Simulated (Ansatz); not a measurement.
Gas-phase electronic energies from Ansatz, PBE0-D4/def2-TZVP geometries. CBS: MP2 limit from def2 TZ/QZ plus the TZ coupled-cluster correction, frozen cores. This one scheme is used for every species. DFT in def2-TZVPP. B3LYP here is the variant with VWN-RPA as its local correlation; programs differ in this. def2 core potentials past Kr. For Sn outer-core shells are correlated without core-valence functions, which leaves a few kJ/mol of doubt a bond.

Reaction (substitution at a C–F bond): `F[C]1=[CH][SnH2]1` + HCl → `Cl[C]1=[CH][SnH2]1` + H–F

`F[C]1=[CH][SnH2]1`:

Cartesian coordinates in Å:
```
F 1.912 1.405 -0.279
C 0.831 0.639 -0.193
C -0.130 0.352 -1.052
Sn -0.478 -0.650 0.785
H -0.378 0.614 -2.074
H -0.121 -2.305 0.937
H -1.636 -0.055 1.877
```

HCl:

Cartesian coordinates in Å:
```
Cl 0.369 0.511 0.107
H -0.369 -0.511 -0.107
```

`Cl[C]1=[CH][SnH2]1`:

Z-matrix (Å, degrees):
```
Sn
C 1 2.093
C 1 2.111 2 36.6
H 1 1.697 2 120.0 3 -101.0
H 1 1.697 2 119.9 3 101.0
Cl 2 1.713 1 154.5 3 -180.0
H 3 1.084 1 153.2 2 180.0
```

H–F:

Z-matrix (Å, degrees):
```
F
H 1 0.920
```

```tsv
level	ΔE (kcal/mol)
B97M-V	-4.4
B3LYP-D4	-6.2
r2SCANh-D4	-6.1
BLYP	-4.2
PBE0	-6.1
CCSD/def2-SVP	-2.5
CCSD(T)/def2-SVP	-2.7
MP2/CBS(def2)	-12.4
```

(1) What does CCSD(T)/CBS give? (An estimate is asked.)

Largest T1 diagnostic among the species: 0.016.

## Answers

(1) Ansatz gave: -8.8 kcal/mol. The listed levels differ from it by 4.4, 2.6, 2.7, 4.6, 2.7, 6.3, 6.1, -3.6 kcal/mol.

At CCSD(T), def2-SVP lies +6.1 kcal/mol from the extrapolated value and def2-TZVPP +1.5 kcal/mol. The D4 term adds −1.4 kcal/mol with B3LYP and −0.8 kcal/mol with PBE0; it sums over pairs of atoms, weighted by their polarisabilities, and B3LYP, whose exchange is more repulsive, gets the larger term. Leaving LDA and LC-ωPBE aside and taking each functional with its dispersion term where it has one, the values, not all of them listed here, spread over 3.6 kcal/mol, from PBE-QIDH to B97M-V.
